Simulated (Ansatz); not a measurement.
Calculated with Ansatz (gas phase, PBE0-D4/def2-TZVP geometries, no zero-point term in ΔE). CCSD(T)/CBS adds triple-zeta CCSD(T) − MP2 to the extrapolated MP2 energy (def2 sets, frozen cores). Functionals use def2-TZVPP. B3LYP here is the variant with VWN-RPA as its local correlation; programs differ in this. Each species was taken in one conformer, which may not be the lowest.

Reaction (isomerisation): `C#C[SiH2]CCl` → `ClC1=CC[SiH2]1`

(1) Is it downhill or uphill in electronic energy at CCSD(T)/CBS, and by how much? (Estimate.)

(2) What do these levels give: PBE-D4, r2SCAN-D4, ωB97X-V, ωB97M-V, PBE0, B3LYP, MP2/def2-TZVPP, CCSD/def2-TZVPP, CCSD(T)/def2-TZVPP, HF/CBS(def2), MP2/CBS(def2), CCSD/CBS(def2)? (Best estimate.)

Largest T1 diagnostic among the species: 0.012.

Results:

(1) Computed: Downhill: ΔE = -33.3 kJ/mol.

(2) Ansatz gave: PBE-D4 -63.0, r2SCAN-D4 -51.5, ωB97X-V -50.0, ωB97M-V -42.5, PBE0 -64.7, B3LYP -32.1, MP2/def2-TZVPP -35.2, CCSD/def2-TZVPP -31.5, CCSD(T)/def2-TZVPP -34.3, HF/CBS(def2) -12.9, MP2/CBS(def2) -34.2, CCSD/CBS(def2) -30.5 kJ/mol.

From PBE to PBE0 (25 % exact exchange), in def2-TZVPP and without D4, ΔE moves by −3.3 kJ/mol. In def2-TZVPP, CCSD(T) changes the Hartree–Fock value by −21.5 kJ/mol (the triples alone add −2.8 kJ/mol) and MP2 by −22.4 kJ/mol.
